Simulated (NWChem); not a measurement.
All runs are NWChem calculations. System: ammonium (H4N (+1)), charge 1, spin multiplicity 1, at a geometry optimised with B3LYP/def2-SVP. Level: RHF/def2-TZVP.

Job file:

```
start mol
memory heap 200 mb stack 800 mb global 1000 mb
charge 1
geometry units angstroms nocenter noautoz
  N      0.000000     0.000000     0.000000
  H      0.842807     0.000000     0.595954
  H     -0.842807     0.000000     0.595954
  H      0.000000     0.842806    -0.595955
  H      0.000000    -0.842806    -0.595955
  symmetry group C2v
end
basis spherical
  * library def2-tzvp
end
scf
  rhf
  nopen 0
  maxiter 100
  thresh 1e-7
  semidirect memsize 60000000 filesize 0
end
task scf energy
```

Output (cleaned and shortened):

```
             Northwest Computational Chemistry Package (NWChem) 7.3.0
             --------------------------------------------------------

                                NWChem Input Module
                                -------------------

 Scaling coordinates for geometry "geometry" by  1.889725989
 (inverse scale =  0.529177249)

 Turning off AUTOSYM since
 SYMMETRY directive was detected!

                             Geometry "geometry" -> ""
                             -------------------------

 Output coordinates in angstroms (scale by  1.889725989 to convert to a.u.)

  No.       Tag          Charge          X              Y              Z
 ---- ---------------- ---------- -------------- -------------- --------------
    1 N                    7.0000     0.00000000     0.00000000     0.00000000
    2 H                    1.0000     0.84280700     0.00000000     0.59595400
    3 H                    1.0000    -0.84280700     0.00000000     0.59595400
    4 H                    1.0000     0.00000000     0.84280600    -0.59595500
    5 H                    1.0000     0.00000000    -0.84280600    -0.59595500

 Effective nuclear repulsion energy (a.u.)      16.2380439531

            Nuclear Dipole moment (a.u.)
            ----------------------------
        X                 Y               Z
 ---------------- ---------------- ----------------
     0.0000000000     0.0000000000    -0.0000037795

      Symmetry information
      --------------------

 Group name             C2v
 Group number             16
 Group order               4
 No. of unique centers     3

      Symmetry unique atoms

     1    2    4


 Summary of "ao basis" -> "" (spherical)
 ------------------------------------------------------------------------------
       Tag                 Description            Shells   Functions and Types
 ---------------- ------------------------------  ------  ---------------------
 *                         def2-tzvp                  on all atoms

 Summary of "ao basis" -> "ao basis" (spherical)
 ------------------------------------------------------------------------------
       Tag                 Description            Shells   Functions and Types
 ---------------- ------------------------------  ------  ---------------------
 N                         def2-tzvp                11       31   5s3p2d1f
 H                         def2-tzvp                 4        6   3s1p

                                 NWChem SCF Module
                                 -----------------

  ao basis        = "ao basis"
  functions       =    55
  atoms           =     5
  closed shells   =     5
  open shells     =     0
  charge          =   1.00
  wavefunction    = RHF
  use symmetry    = T
  symmetry adapt  = T

 Summary of "ao basis" -> "ao basis" (spherical)
 ------------------------------------------------------------------------------
       Tag                 Description            Shells   Functions and Types
 ---------------- ------------------------------  ------  ---------------------
 N                         def2-tzvp                11       31   5s3p2d1f
 H                         def2-tzvp                 4        6   3s1p

      Symmetry analysis of basis
      --------------------------

        a1         24
        a2          5
        b1         13
        b2         13

 Forming initial guess at       0.1s

      Superposition of Atomic Density Guess
      -------------------------------------

 Sum of atomic energies:         -56.31078862

 Renormalizing density from      11.00 to     10

      Non-variational initial energy
      ------------------------------

 Total energy =     -53.136137
 1-e energy   =     -97.306881
 2-e energy   =      27.932699
 HOMO         =      -1.179119
 LUMO         =      -0.290828

      Symmetry analysis of molecular orbitals - initial
      -------------------------------------------------

  Numbering of irreducible representations:

     1 a1          2 a2          3 b1          4 b2

  Orbital symmetries:

     1 a1          2 a1          3 a1          4 b1          5 b2
     6 a1          7 b1          8 b2          9 a1         10 b2
    11 b1         12 a1         13 a1         14 b1         15 a1

 Starting SCF solution at       0.2s

 ----------------------------------------------
         Quadratically convergent ROHF

 Convergence threshold     :          1.000E-07
 Maximum no. of iterations :          100
 Final Fock-matrix accuracy:          1.000E-09
 ----------------------------------------------

              iter       energy          gnorm     gmax       time
             ----- ------------------- --------- --------- --------
                 1      -56.3454334553  2.33D+00  6.53D-01      0.2
                 2      -56.5511221151  3.59D-01  1.40D-01      0.2
                 3      -56.5603068956  1.69D-01  5.52D-02      0.2
                 4      -56.5618201417  2.88D-03  9.83D-04      0.3
                 5      -56.5618208685  2.20D-06  8.66D-07      0.3
                 6      -56.5618208685  5.83D-09  1.67D-09      0.3

       Final RHF  results
       ------------------

         Total SCF energy =    -56.561820868514
      One-electron energy =   -104.674362768357
      Two-electron energy =     31.874497946746
 Nuclear repulsion energy =     16.238043953097

        Time for solution =      0.1s

       Symmetry analysis of molecular orbitals - final
       -----------------------------------------------

  Numbering of irreducible representations:

     1 a1          2 a2          3 b1          4 b2

  Orbital symmetries:

     1 a1          2 a1          3 a1          4 b1          5 b2
     6 a1          7 b1          8 a1          9 b2         10 b2
    11 b1         12 a1         13 a1         14 b1         15 b2

             Final eigenvalues
             -----------------

              1
    1  -15.9406
    2   -1.5397
    3   -0.9941
    4   -0.9941
    5   -0.9941
    6   -0.1190
    7   -0.0251
    8   -0.0251
    9   -0.0251
   10    0.1375
   11    0.1375
   12    0.1375
   13    0.3307
   14    0.4066
   15    0.4066

                       ROHF Final Molecular Orbital Analysis
                       -------------------------------------

 Vector    3  Occ=2.000000D+00  E=-9.941296D-01  Symmetry=a1
              MO Center= -1.3D-12, -2.6D-12,  2.7D-08, r^2= 9.2D-01
   Bfn.  Coefficient  Atom+Function         Bfn.  Coefficient  Atom+Function
  ----- ------------  ---------------      ----- ------------  ---------------
     8      0.357455  1 N  pz                11      0.329188  1 N  pz

 Vector    4  Occ=2.000000D+00  E=-9.941295D-01  Symmetry=b1
              MO Center=  2.9D-14,  1.9D-20,  2.0D-01, r^2= 8.8D-01
   Bfn.  Coefficient  Atom+Function         Bfn.  Coefficient  Atom+Function
  ----- ------------  ---------------      ----- ------------  ---------------
     6      0.357455  1 N  px                 9      0.329188  1 N  px
    33      0.175591  2 H  s                 39     -0.175591  3 H  s

 Vector    5  Occ=2.000000D+00  E=-9.941294D-01  Symmetry=b2
              MO Center= -7.9D-18, -1.1D-12, -2.0D-01, r^2= 8.8D-01
   Bfn.  Coefficient  Atom+Function         Bfn.  Coefficient  Atom+Function
  ----- ------------  ---------------      ----- ------------  ---------------
     7      0.357455  1 N  py                10      0.329188  1 N  py
    45      0.175591  4 H  s                 51     -0.175591  5 H  s

 Vector    6  Occ=0.000000D+00  E=-1.189788D-01  Symmetry=a1
              MO Center= -1.5D-15,  7.8D-15, -7.8D-07, r^2= 4.8D+00
   Bfn.  Coefficient  Atom+Function         Bfn.  Coefficient  Atom+Function
  ----- ------------  ---------------      ----- ------------  ---------------
     5      2.090168  1 N  s                 34     -0.775324  2 H  s
    40     -0.775324  3 H  s                 46     -0.775324  4 H  s
    52     -0.775324  5 H  s                  3      0.256180  1 N  s

 Vector    7  Occ=0.000000D+00  E=-2.508725D-02  Symmetry=b1
              MO Center= -1.5D-13,  1.3D-18,  9.1D-01, r^2= 4.3D+00
   Bfn.  Coefficient  Atom+Function         Bfn.  Coefficient  Atom+Function
  ----- ------------  ---------------      ----- ------------  ---------------
    34      1.817585  2 H  s                 40     -1.817585  3 H  s
    12     -0.932855  1 N  px                 6     -0.215901  1 N  px

 Vector    8  Occ=0.000000D+00  E=-2.508723D-02  Symmetry=a1
              MO Center=  3.7D-15,  6.5D-12, -1.7D-06, r^2= 5.1D+00
   Bfn.  Coefficient  Atom+Function         Bfn.  Coefficient  Atom+Function
  ----- ------------  ---------------      ----- ------------  ---------------
    34      1.285226  2 H  s                 40      1.285226  3 H  s
    46     -1.285227  4 H  s                 52     -1.285227  5 H  s
    14     -0.932855  1 N  pz                 8     -0.215901  1 N  pz

 center of mass
 --------------
 x =   0.00000000 y =   0.00000000 z =  -0.00000021

 moments of inertia (a.u.)
 ------------------
          10.225828624849           0.000000000000           0.000000000000
           0.000000000000          10.225840757918           0.000000000000
           0.000000000000           0.000000000000          10.225829395815

  Mulliken analysis of the total density
  --------------------------------------

    Atom       Charge   Shell Charges
 -----------   ------   -------------------------------------------------------
    1 N    7     7.46   0.82  1.16  0.51  0.86  0.12  1.53  1.84  0.59  0.01  0.03  0.00
    2 H    1     0.64   0.24  0.35  0.01  0.03
    3 H    1     0.64   0.24  0.35  0.01  0.03
    4 H    1     0.64   0.24  0.35  0.01  0.03
    5 H    1     0.64   0.24  0.35  0.01  0.03

       Multipole analysis of the density wrt the origin
       ------------------------------------------------

     L   x y z        total         open         nuclear
     -   - - -        -----         ----         -------
     0   0 0 0      1.000000      0.000000     11.000000

     1   1 0 0      0.000000      0.000000      0.000000
     1   0 1 0      0.000000      0.000000      0.000000
     1   0 0 1     -0.000001      0.000000     -0.000004

     2   2 0 0     -3.178635      0.000000      5.073223
     2   1 1 0      0.000000      0.000000      0.000000
     2   1 0 1      0.000000      0.000000      0.000000
     2   0 2 0     -3.178642      0.000000      5.073211
     2   0 1 1     -0.000000      0.000000      0.000000
     2   0 0 2     -3.178636      0.000000      5.073222

 Task  times  cpu:        0.3s     wall:        0.3s

 Total times  cpu:        0.4s     wall:        0.4s
```
